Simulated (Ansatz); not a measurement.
Ansatz (a quantum-chemistry and plane-wave program) input (PBE/LANL2DZ): The .json file is the Basis Set Exchange's LANL2DZ.

Ansatz 0.2 input:
```yaml
crystal:
  periodic: [false, false, false]
  atoms:
    - {symbol: Si, position_ang: [-2.08951000, 0.12302200, -0.19797500]}
    - {symbol: O, position_ang: [-0.60789200, 0.84656600, -0.30202400]}
    - {symbol: Si, position_ang: [0.95786300, 0.77705900, 0.14104100]}
    - {symbol: Cl, position_ang: [1.55962100, -1.20896500, 0.27431400]}
    - {symbol: H, position_ang: [-2.10716500, -1.09120200, -1.04057600]}
    - {symbol: H, position_ang: [-2.37336400, -0.23966000, 1.20803800]}
    - {symbol: H, position_ang: [-3.09109000, 1.09431100, -0.68182500]}
    - {symbol: H, position_ang: [1.76424200, 1.41528300, -0.93571700]}
basis:
  gaussian:
    orbitals: LANL2DZ.json
hamiltonian:
  xc: {name: PBE}
magnetization: {spin_polarized: true, initial_magnetization: 1}
output: {forces: true}
```

Output:

```
Functional definition: PBE
integrals: 0.01 GiB planned
590 factors; integrals over basis functions are off by at most 2.5e-4 eV
mean field: 0.11 GiB planned
mean field evaluation 1: about -2721.9112 eV, gradient 4.0e1 eV
mean field evaluation 2: about -2655.5774 eV, gradient 1.2e2 eV
mean field evaluation 4: about -2728.0017 eV, gradient 7.0e0 eV
mean field evaluation 8: about -2728.2939 eV, gradient 1.4e-1 eV
mean field -2728.29394468 eV, -100.2629531629 hartree, gradient 4.2e-5 eV, S^2 0.751018; 0 other end points of the search recorded, 0 dependent functions left out
the calculation of the forces begins
reference -2728.29398055 eV, -100.2629544812 hartree; 14, 13 occupied and 27, 28 virtual orbitals, 590 factors
Total energy: -2728.29398055 eV, -100.2629544812 hartree
Atom 0 at    -2.089510     0.123022    -0.197975 Å, force    -1.460952    -0.375965    -0.059607 eV/Å
Atom 1 at    -0.607892     0.846566    -0.302024 Å, force     0.024061     0.521492    -0.403761 eV/Å
Atom 2 at     0.957863     0.777059     0.141041 Å, force     0.988051     2.037780     0.501703 eV/Å
Atom 3 at     1.559621    -1.208965     0.274314 Å, force     0.661566    -2.104422     0.149882 eV/Å
Atom 4 at    -2.107165    -1.091202    -1.040576 Å, force    -0.025921    -0.320634    -0.196929 eV/Å
Atom 5 at    -2.373364    -0.239660     1.208038 Å, force    -0.096530    -0.114393     0.351455 eV/Å
Atom 6 at    -3.091090     1.094311    -0.681825 Å, force    -0.258806     0.185055    -0.097101 eV/Å
Atom 7 at     1.764242     1.415283    -0.935717 Å, force     0.168531     0.171088    -0.245642 eV/Å
Dipole moment:    -0.268905     0.208638    -0.005051 e Å
```

The geometry given is a B3LYP-D3(BJ)/def2-TZVP minimum.
